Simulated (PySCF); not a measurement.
A calculated (B2PLYP, PySCF 2.14, x2c-QZVPPall, the spin-free X2C one-electron Hamiltonian (Gaussian nucleus)) atom or ion has these occupied shells.

| shell | electrons | orbital energy (eV) | rms radius, mean of both spins (bohr) |
| --- | --- | --- | --- |
| 1s α | 1 | -12633.8 | 0.0508 |
| 1s β | 1 | -12633.5 | 0.0508 |
| 2s α | 1 | -1664.5 | 0.212 |
| 2s β | 1 | -1664.3 | 0.212 |
| 2p α | 3 | -1463.0 | 0.189 |
| 2p β | 3 | -1462.7 | 0.189 |
| 3s α | 1 | -243.66 | 0.614 |
| 3s β | 1 | -243.22 | 0.614 |
| 3p α | 3 | -179.42 | 0.637 |
| 3p β | 3 | -178.84 | 0.637 |
| 3d α | 5 | -72.968 | 0.700 |
| 3d β | 5 | -72.578 | 0.700 |
| 4s α | 1 | -32.538 | 1.88 |
| 4s β | 1 | -27.255 | 1.88 |
| 4p α | 3 | -19.010 | 2.25 |

Q: Name the element and its charge.

A: Se⁺ (selenium, charge +1), in [Ar] 3d10 4s2 4p3, high-spin 4S determinant.
